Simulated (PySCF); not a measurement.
Input file for PySCF: R-HF/STO-3G on GaH3Se2 (SMILES [SeH][GaH][SeH]), a point of a torsion scan.

```python
from pyscf import gto, scf, dft, mp
from pyscf.data.elements import chemcore

mol = gto.M(
    atom='''
    Se   -2.20278694   -0.66072188   -0.73052220
    Ga   -0.03234087    0.18432248   -0.45354279
    Se    1.78531986   -0.44411079   -1.79245134
    H    -2.20559427   -1.19904882    0.61376165
    H     0.25775524    1.22258498    0.70741420
    H     2.70789534    0.38413116   -1.05180347
    ''',
    basis='sto-3g',
    charge=0, spin=0, verbose=3, max_memory=1800)
mf = scf.RHF(mol)
mf.conv_tol = 1e-8
mf.max_cycle = 100
mf.kernel()
if not mf.converged:
    mf = mf.newton().run(mf.mo_coeff, mf.mo_occ)
```

Program output:

```
converged SCF energy = -6649.80448118926
```

The run converged.

Cost: very roughly 1.4 core-seconds.
